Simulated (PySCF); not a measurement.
Compound: C4H6OSSi.
Z-matrix (Å and degrees, PBE0-D3(BJ)/def2-SVP geometry), rows numbered from 1:
```
Si
S   1  2.1596
C   2  1.7509  1  100.18
C   3  1.3672  2  131.44  1  -179.86
C   4  1.4314  3  105.71  2   179.93
C   5  1.3601  4  106.43  3    -0.00
O   3  1.3502  2  118.33  1     0.08
H   1  1.4893  2  112.00  3   -62.41
H   1  1.4893  2  111.94  3    62.31
H   1  1.4908  2  101.78  3   179.94
H   4  1.0869  3  126.39  2    -0.07
H   5  1.0880  4  127.16  3  -179.98
H   6  1.0861  5  134.06  4  -179.92
```

Level: CAM-B3LYP/def2-SVPD in PySCF, non-relativistic, on one gas-phase PBE0-D3(BJ)/def2-SVP geometry that isn't relaxed in the solvent. The solvent is an IEF-PCM continuum (Bondi radii, 1.10 Å for H, scaled by 1.2). Only the electrostatic response of the medium enters.

```csv
medium,total energy (Eh),HOMO (eV),LUMO (eV),dipole (D)
gas phase,-918.459417,-7.328,0.780,1.175
acetone (ε = 20.49),-918.463717,-7.358,0.845,1.553
```

Task: What is E(solvent) − E(gas) in acetone, in kJ/mol?

Result: -918.463717 − (-918.459417) = -0.004300 Eh = -11.29 kJ/mol.

Task: Scale it by Onsager's factor (ε − 1)/(2ε + 1) to dichloromethane (ε = 8.93), and compare with the calculation.

Result: The factor goes from 0.464 to 0.420, a ratio of 0.906, which gives -10.22 kJ/mol. The calculation gives -10.05 kJ/mol (total energy -918.463245 Eh), so the scaled value is 1.7 % too large in size.

Task: Scale the changes of the other columns the same way. What are the values in dichloromethane?

Result: 
| quantity | scaled | computed | difference |
| --- | --- | --- | --- |
| HOMO (eV) | -7.355 | -7.347 | -0.008 |
| LUMO (eV) | 0.838 | 0.843 | -0.005 |
| dipole (D) | 1.518 | 1.515 | +0.003 |

Task: How does each lowering split into the polarisation term (half the interaction with the induced surface charges) and the distortion of the solute's density?

Result: acetone: -12.79 + 1.50 kJ/mol, the distortion taking back 12 % of the polarisation term; dichloromethane: -11.23 + 1.18 kJ/mol, the distortion taking back 11 % of the polarisation term.
